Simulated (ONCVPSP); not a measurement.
# Potentials for V (Z = 23) compared

Generated with ld1.x 7.5 (TM, RRKJ, ultrasoft, PAW), atompaw 4.2 or ONCVPSP 4.0.1. The cutoff is in Ry: for ld1.x and atompaw files where the sum of valence levels is converged to 10 mRy in a Bessel basis, for ONCV files where the hardest occupied wave has 1 mHa per electron of residual kinetic energy. The error is the largest all-electron minus pseudo excitation energy over each file’s own four to seven test configurations (ionisations up to +4, promotions, holes and added fractions of an electron), all of which were solved. The labels leave out finer settings (local radius, basis sizes, second energies), which also bear on the numbers. Spin-polarised tests are not counted. The rows are a selection from randomly drawn settings: files with unsolved tests, undetermined cutoffs or missed reference levels are left out.

| potential | cutoff (Ry) | largest error (meV) | bound ghosts |
| --- | --- | --- | --- |
| ONCV, PBE, scalar-relativistic, rc 1.30/1.25/1.25 (spd), local smoothed, core correction no, reference 3s2 3p6 3d3.5 4s1.5, qcut 10/9.4/13.7, projectors 2/2/3 | 128 | +1.4 | none |
| ONCV, PBEsol, fully relativistic, rc 1.50/1.60/1.55 (spd), local smoothed, core correction yes, reference 3s2 3p6 3d3 4s2, qcut 9.6/10.7/8, projectors 2/2/2 | 57 | -179 | none |
| ONCV, PBE, scalar-relativistic, rc 2.65/2.65/2.45 (spd), local smoothed, core correction yes, reference 3d4 4s1, qcut 2.8/3.1/7.6, projectors 2/2/2 | 39 | -31 | none |
| ONCV, Wu-Cohen, non-relativistic, rc 1.85/1.25/1.25 (spd), local d, core correction yes, reference 3s2 3p6 3d3 4s1, qcut 8.5/11.3/11.5, projectors 2/1/0 | 104 | +1.3 | none |
| ONCV, PW91, scalar-relativistic, rc 1.90/1.15/1.65 (spd), local smoothed, core correction yes, reference 3s2 3p6 3d3 4s1.5, qcut 5.1/14.5/8.8, projectors 2/2/2 | 99 | -23 | none |
| ONCV, PBE, scalar-relativistic, rc 1.35/1.10/2.15 (spd), local smoothed, core correction yes, reference 3s2 3p6 3d3 4s2, qcut 6.8/7.2/7.7, projectors 2/2/3 | 44 | -400 | none |

**Question.** Fill in the row for V: ONCV, PBE, scalar-relativistic, rc 1.65/1.05/1.55/1.60 (spdf), local smoothed, core correction yes, reference 3s2 3p6 3d3 4s1, qcut 7.4/9/8.5/6.2, projectors 2/2/2/2.

**Answer.** cutoff 64 Ry, largest error +41 meV, bound ghosts: none.

**Question.** Fill in the row for V: ONCV, PW91, scalar-relativistic, rc 1.75/1.45/1.10 (spd), local smoothed, core correction yes, reference 3s2 3p6 3d3 4s1.75, qcut 8/10.7/8.7, projectors 2/1/3.

**Answer.** cutoff 259 Ry, largest error +10 meV, bound ghosts: none.
